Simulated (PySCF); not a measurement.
CoCl2: from structure and modes to constants

These are results of PySCF, UPBE0, basis Co def2-SVP, Cl def2-SVP (no relativity, density fitting), not measurements.

The quartet minimum has D∞h symmetry. Masses (u): Co 58.93320, Cl 34.96885.

```xyz
3
charge 0 multiplicity 4, angstrom
Co    0.0000    0.0000    0.0000
Cl    2.1023    0.0000    0.0000
Cl   -2.1023    0.0000    0.0000
```

Harmonic wavenumbers (cm⁻¹): 69.5 (πu, ×2), 351.3 (σg+, ×1), 517.4 (σu+, ×1).

(1) Find the principal moments of inertia and the rotational constants. What kind of rotor is it?

(2) Find the vibrational entropy and heat capacity at 298.15 K.

(3) Give the standard entropy (298.15 K, 1 bar) by its translational, rotational, vibrational and spin parts, and Cp.

Answers

(1) About the centre of mass I = 309.09 u Å². With B = 16.8576/I this gives 0.05454 cm⁻¹. The molecule is linear.

(2) With u = 1.43878 ω/T, each mode gives S = R[u/(eᵘ−1) − ln(1−e⁻ᵘ)] and C = R u² eᵘ/(eᵘ−1)².
| ω (cm⁻¹) | u | S (J/(mol K)) | C (J/(mol K)) |
| --- | --- | --- | --- |
| 69.5 (×2) | 0.336 | 17.43 | 8.24 |
| 351.3 | 1.695 | 4.85 | 6.58 |
| 517.4 | 2.497 | 2.58 | 5.07 |
The sums over all modes are S = 42.3 and C = 28.1 J/(mol K); the softest mode gives 41 % of the entropy (each member, where degenerate).

(3) Sackur–Tetrode with M = 128.87 u gives 169.5; rotation with symmetry number 2 gives 71.1; vibration 42.3; spin R ln 4 = 11.5. The total is 294.4 J/(mol K), and Cp = 7/2 R + 28.1 = 57.2 J/(mol K).

This need not be the most stable arrangement of these atoms. Other spin states or occupations of the open shell can lie lower.
